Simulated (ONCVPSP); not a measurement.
**phosphorus: variants of one ONCV potential**

Base potential:

P (Z = 15), optimised norm-conserving Vanderbilt (ONCV), made with ONCVPSP 4.0.1 (PBE, scalar-relativistic). Core [Ne], reference 3s2 3p3. Waves: 3s: rc 1.35 bohr, ncon 4, nbas 8, qcut 4.1 1/bohr, 2 projectors, debl 3.5 Ha; 3p: rc 1.25 bohr, ncon 3, nbas 6, qcut 6.7 1/bohr, 3 projectors, debl 0.8 Ha; d scattering state at 0.16 Ha: rc 1.40 bohr, ncon 4, nbas 9, qcut 6.2 1/bohr, 2 projectors, debl 2 Ha. Local part: polynomial inside 0.90 bohr (lpopt 5, dvloc0 0 Ha). Core correction: Teter function fitted to the true core (icmod 2), fcfact 0.4.

All-electron outer shells of the reference configuration (PBE, scalar-relativistic, ld1.x):

```json
{"shell": "2s", "level (eV)": "-173.99", "outermost node (bohr)": "0.14", "outermost maximum (bohr)": "0.42"}
{"shell": "2p", "level (eV)": "-124.49", "outermost node (bohr)": "–", "outermost maximum (bohr)": "0.36"}
{"shell": "3s", "level (eV)": "-13.97", "outermost node (bohr)": "0.65", "outermost maximum (bohr)": "1.58"}
{"shell": "3p", "level (eV)": "-5.51", "outermost node (bohr)": "0.64", "outermost maximum (bohr)": "1.83"}
```

Cutoffs, loose and tight: the cutoffs (Ha) at which the residual kinetic energy of the hardest occupied pseudo-wave falls to 1 and 0.1 mHa per electron. They do not see the model core or the augmentation charge, which bear on the density cutoff. Test errors are all-electron minus pseudo excitation energies from the reference, over the configurations 3s2 3p2; 3s2 3p1; 3s2 3p0; 3s2 3p2.5. A dash means not determined; rows that change the core or the reference have their own tests.

A true bound ghost makes a file unfit for plane-wave use even where its test errors are small: the radial tests pick states by their node count and pass the ghost by.

```tsv
change	outcome	cutoff, loose	cutoff, tight	bound ghosts	GHOST(+) flags above zero	largest test error (meV)
base	generated	17 Ha	69 Ha	p	s	+46
d: rc 2.06	generated	17 Ha	69 Ha	p	s	+46
functional PBEsol	generated	17 Ha	69 Ha	p	s	+36
s: qcut 3.7	generated	18 Ha	69 Ha	p	s	+47
p: nproj 1	generated	17 Ha	69 Ha	none	s	+48
all radii but the core radius scaled by about 1.33 (s 1.80, p 1.66, d 1.86 bohr); local potential polynomial inside 1.20 bohr (lpopt 5, dvloc0 0 Ha)	generated	9.0 Ha	44 Ha	p	s	+84
s: qcut 3.3; p: qcut 5.4; d: qcut 5	generated	28 Ha	78 Ha	p	s, p	+53
local potential polynomial inside 0.90 bohr (lpopt 5, dvloc0 8.5 Ha)	generated	17 Ha	69 Ha	p	s	+45
```
